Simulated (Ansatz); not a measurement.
Input and output for GeH$_{7}$NSi (`N[SiH2][GeH3]`).

```yaml
crystal:
  periodic: [false, false, false]
  atoms:
    - {symbol: N, position_ang: [-1.527365, 0.524901, -0.780940]}
    - {symbol: Si, position_ang: [0.132513, 0.793358, -0.405774]}
    - {symbol: Ge, position_ang: [0.892585, -0.998424, 0.961775]}
    - {symbol: H, position_ang: [-1.819000, -0.364501, -1.153108]}
    - {symbol: H, position_ang: [-2.077401, 1.273325, -1.171901]}
    - {symbol: H, position_ang: [0.220210, 2.085428, 0.325748]}
    - {symbol: H, position_ang: [1.053761, 0.900133, -1.579815]}
    - {symbol: H, position_ang: [0.601844, -2.351616, 0.282978]}
    - {symbol: H, position_ang: [0.194158, -1.002799, 2.332003]}
    - {symbol: H, position_ang: [2.411795, -0.910906, 1.191933]}
basis:
  gaussian: {orbitals: def2-TZVP}
magnetization: {spin_polarized: false, initial_magnetization: 2}
hamiltonian: {xc: {name: PBE0}, dispersion: d4}
output: {forces: true}
```

```sh
$ ansatz run in.yaml --threads 2 --pin off --events-out ev --progress --plain --max-ram 4352MiB
```

Output, abridged:

```
Functional definition: PBE0
1132 factors; their error is unknown
mean field evaluation 1: about -65975.5089 eV, gradient 6.1e1 eV
mean field evaluation 2: about -65947.0919 eV, gradient 1.1e2 eV
mean field evaluation 4: about -65980.2494 eV, gradient 2.6e1 eV
mean field evaluation 8: about -65983.2057 eV, gradient 8.9e-1 eV
mean field evaluation 16: about -65983.5116 eV, gradient 4.3e-3 eV
mean field evaluation 32: about -65983.5116 eV, gradient 3.9e-5 eV
mean field -65983.51157638 eV, -2424.8493252014 hartree, gradient 5.4e-6 eV, S^2 2.000000; 8 other end points of the search recorded, 0 dependent functions left out
reference -65983.51161346 eV, -2424.8493265640 hartree; 31, 29 occupied and 127, 129 virtual orbitals, 1132 factors
Total energy: -65983.66979567 eV, -2424.8551396529 hartree
Atom 0 at    -1.527365     0.524901    -0.780940 Å, force    -0.120844    -0.152981    -0.783820 eV/Å
Atom 1 at     0.132513     0.793358    -0.405774 Å, force     1.629464     0.755125     1.105022 eV/Å
Atom 2 at     0.892585    -0.998424     0.961775 Å, force    -0.028603    -0.406549    -0.016643 eV/Å
Atom 3 at    -1.819000    -0.364501    -1.153108 Å, force    -0.171690    -0.964272    -0.144828 eV/Å
Atom 4 at    -2.077401     1.273325    -1.171901 Å, force    -1.105237     1.191095     0.245646 eV/Å
Atom 5 at     0.220210     2.085428     0.325748 Å, force    -0.431264     0.073300    -0.212422 eV/Å
Atom 6 at     1.053761     0.900133    -1.579815 Å, force    -0.032428    -0.503769    -0.139378 eV/Å
Atom 7 at     0.601844    -2.351616     0.282978 Å, force     0.109526    -0.175138    -0.026503 eV/Å
Atom 8 at     0.194158    -1.002799     2.332003 Å, force    -0.089926     0.213973    -0.050130 eV/Å
Atom 9 at     2.411795    -0.910906     1.191933 Å, force     0.241002    -0.030784     0.023056 eV/Å
Dipole moment:    -0.274340    -0.060744    -0.166566 e Å
```

It took 22 s on 2 threads of an Arm Neoverse V1 on a shared host, with 0.6 GiB of host memory at the peak.
